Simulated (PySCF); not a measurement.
HSi, SMILES [SiH] (connectivity only; charge and spin as stated), charge +1, multiplicity 1. Atoms are numbered in the order given.

```xyz
2

Si     0.0000     0.0000    -0.1012
H      0.0000     0.0000     1.4164
```
Charge +1, spin multiplicity 1.

The structure is a stationary point at r2SCAN-D4/def2-TZVPD.

Two levels are set side by side: PBE/pcSseg-2 (PySCF) and PBE0/pcSseg-2 (PySCF). GIAO shifts against TMS (²⁹Si), TMS (¹H) at the same level; non-relativistic, no solvent, atoms listed together averaged. Differences are taken from unrounded values.

| quantity | PBE0 | PBE | PBE minus PBE0 |
|---|---|---|---|
| δ(²⁹Si) of Si1 (ppm) | 871.5 | 882.3 | 10.8 |
| δ(¹H) of H2 (ppm) | 8.35 | 8.37 | 0.01 |

Here PBE gives about what the other level gives.
